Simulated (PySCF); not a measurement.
Molecule: CH$_{3}$F$_{3}$GeO, net charge 0, singlet state. 
Geometry from a B3LYP-D3(BJ)/def2-TZVP (Ansatz) optimisation:
```xyz
9

C     -2.4285    -0.3701    -0.0785
O     -1.1409    -0.7057    -0.6232
Ge     0.3024     0.0298    -0.0081
F      0.2950     1.7382    -0.1730
F      0.5439    -0.2845     1.6618
F      1.6404    -0.5861    -0.8688
H     -3.1567    -0.9606    -0.6307
H     -2.6492     0.6903    -0.2136
H     -2.4872    -0.6265     0.9808
```
Charge 0, spin multiplicity 1.

Dispersion corrections to the total energy (kcal/mol) from the dftd3 and dftd4 libraries through PySCF: D3(BJ) without and D4 with the three-body term, each with the damping fitted for the functional named.

| functional | D3(BJ) | D4 |
|---|---|---|
| BP86 | -5.64 | -5.36 |
| HSE06 | -2.33 | ? |
| BLYP | -7.41 | -8.82 |
| PBE0 | -2.99 | ? |
| LC-wPBE | ? | -4.46 |
| r2SCAN | -0.95 | -0.98 |
| PW6B95 | -1.83 | -3.51 |

Problem. Some entries are withheld; supply them.

Solution. 
- HSE06, D4: -3.14
- PBE0, D4: -3.37
- LC-wPBE, D3(BJ): -3.30
